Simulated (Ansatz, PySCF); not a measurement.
N-methyl-N-silylmethanamine (C₂H₉NSi), SMILES CN(C)[SiH3]. Atoms are numbered in the order given.

```xyz
13

Si    -0.7208    -0.8074    -0.8049
N      0.0850     0.2883     0.2794
C      0.6903     1.5127    -0.2039
H      0.2029     1.8479    -1.1327
H      0.5797     2.3239     0.5407
H      1.7761     1.4077    -0.4127
C      0.6103    -0.1656     1.5511
H      0.4986     0.6195     2.3230
H      0.0646    -1.0550     1.9029
H      1.6886    -0.4282     1.5070
H      0.1808    -1.6972    -1.6134
H     -1.5203     0.0029    -1.7688
H     -1.6025    -1.6947     0.0075
```
Charge 0, spin multiplicity 1.

The structure is a stationary point at B3LYP-D3(BJ)/def2-SVP.

Two levels are set side by side: PBE-D3(BJ)/def2-SVP (Ansatz, a first-principles code) and B3LYP-D3(BJ)/def2-SVP (Ansatz). Each level has its own optimised geometry; the coordinates shown are those of the second. Frequencies come from the Hessian of PySCF at each geometry. Differences are taken from unrounded values.

```tsv
quantity	B3LYP-D3(BJ)
mean bond length (Å)	1.313
bond Si1–N2 (Å)	1.739
bond N2–C3 (Å)	1.449
bond N2–C7 (Å)	1.449
bond Si1–H11 (Å)	1.503
bond Si1–H12 (Å)	1.492
bond Si1–H13 (Å)	1.492
bond C3–H4 (Å)	1.101
bond C3–H5 (Å)	1.107
bond C3–H6 (Å)	1.111
bond C7–H8 (Å)	1.107
bond C7–H9 (Å)	1.101
bond C7–H10 (Å)	1.111
highest harmonic wavenumber (cm⁻¹)	3102
mean harmonic wavenumber (cm⁻¹)	1420
zero-point energy (kcal/mol)	66.98
```

Problem. What does PBE-D3(BJ) give, and how far is it from B3LYP-D3(BJ)? (Estimate from the structure and the level; the computed values follow.)

Solution. 
```json
[
 {"quantity": "mean bond length (Å)", "PBE-D3(BJ)": "1.322", "PBE-D3(BJ) minus B3LYP-D3(BJ)": "0.009"},
 {"quantity": "bond Si1–N2 (Å)", "PBE-D3(BJ)": "1.750", "PBE-D3(BJ) minus B3LYP-D3(BJ)": "0.010"},
 {"quantity": "bond N2–C3 (Å)", "PBE-D3(BJ)": "1.450", "PBE-D3(BJ) minus B3LYP-D3(BJ)": "0.001"},
 {"quantity": "bond N2–C7 (Å)", "PBE-D3(BJ)": "1.450", "PBE-D3(BJ) minus B3LYP-D3(BJ)": "0.001"},
 {"quantity": "bond Si1–H11 (Å)", "PBE-D3(BJ)": "1.517", "PBE-D3(BJ) minus B3LYP-D3(BJ)": "0.014"},
 {"quantity": "bond Si1–H12 (Å)", "PBE-D3(BJ)": "1.505", "PBE-D3(BJ) minus B3LYP-D3(BJ)": "0.013"},
 {"quantity": "bond Si1–H13 (Å)", "PBE-D3(BJ)": "1.505", "PBE-D3(BJ) minus B3LYP-D3(BJ)": "0.013"},
 {"quantity": "bond C3–H4 (Å)", "PBE-D3(BJ)": "1.109", "PBE-D3(BJ) minus B3LYP-D3(BJ)": "0.008"},
 {"quantity": "bond C3–H5 (Å)", "PBE-D3(BJ)": "1.115", "PBE-D3(BJ) minus B3LYP-D3(BJ)": "0.008"},
 {"quantity": "bond C3–H6 (Å)", "PBE-D3(BJ)": "1.119", "PBE-D3(BJ) minus B3LYP-D3(BJ)": "0.009"},
 {"quantity": "bond C7–H8 (Å)", "PBE-D3(BJ)": "1.115", "PBE-D3(BJ) minus B3LYP-D3(BJ)": "0.008"},
 {"quantity": "bond C7–H9 (Å)", "PBE-D3(BJ)": "1.109", "PBE-D3(BJ) minus B3LYP-D3(BJ)": "0.008"},
 {"quantity": "bond C7–H10 (Å)", "PBE-D3(BJ)": "1.119", "PBE-D3(BJ) minus B3LYP-D3(BJ)": "0.009"},
 {"quantity": "highest harmonic wavenumber (cm⁻¹)", "PBE-D3(BJ)": "3043", "PBE-D3(BJ) minus B3LYP-D3(BJ)": "-58"},
 {"quantity": "mean harmonic wavenumber (cm⁻¹)", "PBE-D3(BJ)": "1380", "PBE-D3(BJ) minus B3LYP-D3(BJ)": "-40"},
 {"quantity": "zero-point energy (kcal/mol)", "PBE-D3(BJ)": "65.09", "PBE-D3(BJ) minus B3LYP-D3(BJ)": "-1.89"}
]
```

Exact exchange shortens and stiffens bonds; PBE has none. Differences between two approximate levels are no errors against the true value.
